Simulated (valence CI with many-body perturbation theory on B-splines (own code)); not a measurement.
Basis-set convergence for Ho45+

Computed by valence CI with perturbative core correlation (CI+MBPT): four valence electrons over a frozen Dirac-Fock core [Ar], a basis of 7 s, 7 p, 8 d, 6 f, 4 g, 1 h functions for each j, with the one-electron correlation potential Σ1 (screened to all orders), the two-electron term Σ2, the three-electron term Σ3, Breit, model QED; selected single and double excitations, second order for the rest, scaled by the run's own slope (own B-spline code, finite nucleus).

No measured spectrum was set against this ion. As an estimate, large intervals hold to a few tenths of a per cent, small ones and those within an open d or f shell to about a per cent. Only levels of the ground parity were solved; by the run's estimate the other parity begins above the list, which can be wrong where configurations are misplaced.

The reference run has the lowest level (3d3/2^4) J=0 and an ionisation energy of 3760.92 eV. Its largest variational space holds 17276 state functions.

Levels are named by their leading jj configuration (3d3/2^4 stands for four electrons in 3d with j = 3/2), which in mixed levels can hold well under half, so a name can repeat and another be missing. Letters in brackets count levels of one name in rising energy.

Changed runs:
A. basis 6 s, 6 p, 5 d, 5 f, 1 g
B. basis 5 s, 5 p, 4 d, 4 f

Excitation energies of the reference run in cm⁻¹, and shifts in cm⁻¹:

```
                    Level  Reference      A      B
      (3d3/2^3 3d5/2) J=1     302359   -244   -421
      (3d3/2^3 3d5/2) J=4     389233    +19   +295
      (3d3/2^3 3d5/2) J=2     401026   -111   +117
      (3d3/2^3 3d5/2) J=3     427867    -40   +310
(3d3/2^2 3d5/2^2) J=0 [a]     667562   -245   -449
(3d3/2^2 3d5/2^2) J=2 [a]     679551   -168    +26
(3d3/2^2 3d5/2^2) J=4 [a]     688092   -212   -157
(3d3/2^2 3d5/2^2) J=3 [a]     702532   -226    -76
    (3d3/2^2 3d5/2^2) J=5     731863    -74   +303
    (3d3/2^2 3d5/2^2) J=6     752951    +19   +562
    (3d3/2^2 3d5/2^2) J=1     761257    -77   +349
(3d3/2^2 3d5/2^2) J=4 [b]     790370    +53   +578
   Ionisation energy (eV)    3760.92  -0.09  -0.14
```
